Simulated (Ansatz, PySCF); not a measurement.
Sn(H)(Cl)2(vinyl) (C₂H₄Cl₂Sn), SMILES [CH](=C)[SnH]([Cl])[Cl]. Atoms are numbered in the order given.

```xyz
9

Sn     0.2705    -0.2320     0.3443
Cl    -0.5654     1.9208    -0.0981
Cl     1.7378    -0.7705    -1.4097
C     -1.4172    -1.5078     0.2483
C     -2.6281    -1.0120    -0.0117
H      1.2189    -0.1411     1.7579
H     -1.2658    -2.5823     0.4008
H     -3.5084    -1.6623    -0.0748
H     -2.7932     0.0586    -0.1767
```

Geometry: PBE0-D3(BJ)/def2-SVP. The structure was generated by enumeration; whether it is a known compound was not checked. The def2 effective core potentials stand for the cores of Sn; spin–orbit coupling is left out. One conformer was computed; it need not be the lowest.

Two levels are set side by side: PBE-D3(BJ)/def2-SVP (Ansatz, a program for electronic structure) and PBE0-D3(BJ)/def2-SVP (Ansatz). Each level has its own optimised geometry; the coordinates shown are those of the second. Frequencies come from the Hessian of PySCF at each geometry. Differences are taken from unrounded values.

```
quantity                            PBE0-D3(BJ)  PBE-D3(BJ)  PBE-D3(BJ) minus PBE0-D3(BJ)
----------------------------------  -----------  ----------  ----------------------------
mean bond length (Å)                      1.643       1.658                         0.015
bond Sn1–Cl2 (Å)                          2.351       2.375                         0.023
bond Sn1–Cl3 (Å)                          2.349       2.372                         0.023
bond Sn1–C4 (Å)                           2.118       2.140                         0.022
bond C4–C5 (Å)                            1.334       1.343                         0.009
bond Sn1–H6 (Å)                           1.705       1.724                         0.019
bond C4–H7 (Å)                            1.096       1.104                         0.008
bond C5–H8 (Å)                            1.096       1.105                         0.008
bond C5–H9 (Å)                            1.096       1.104                         0.008
highest harmonic wavenumber (cm⁻¹)         3242        3145                           -96
mean harmonic wavenumber (cm⁻¹)            1074        1033                           -41
zero-point energy (kcal/mol)              32.23       31.01                         -1.22
```

Exact exchange shortens and stiffens bonds; PBE has none. Differences between two approximate levels are no errors against the true value.
